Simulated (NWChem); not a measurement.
System: CH₅ClOSi₂; SMILES Cl[Si@H]1C[SiH2]O1

```xyz
10

Cl    -0.0619    -2.1657    -0.4088
Si     0.1257    -0.4150     0.6644
C      1.3451     0.8188    -0.0780
Si    -0.2209     1.8576    -0.3536
O     -1.1613     0.6330     0.3749
H      0.2488    -0.7877     2.0948
H      2.0789     1.2382     0.6274
H      1.8676     0.4742    -0.9825
H     -0.6119     2.0948    -1.7712
H     -0.2921     3.1315     0.4159
```
Atoms are numbered in this order, from 1.

All runs use the structure optimised with PBE0/def2-SVP.

### Question
Give the principal values of the shielding tensors (ppm) of Cl1, Si2, C3, Si4, O5 from B3LYP/6-31G* (spherical d), GIAO (NWChem), with their diamagnetic and paramagnetic parts as GIAO splits them.

### Answer
```csv
atom,σ11,σ22,σ33,isotropic,diamagnetic,paramagnetic
Cl1,716.9,885.8,980.2,861.0,1148.3,-287.3
Si2,357.9,373.9,412.6,381.5,881.1,-499.6
C3,141.0,183.1,202.5,175.5,247.2,-71.6
Si4,359.4,370.6,451.6,393.9,881.3,-487.5
O5,115.8,235.7,281.0,210.8,388.9,-178.1
```
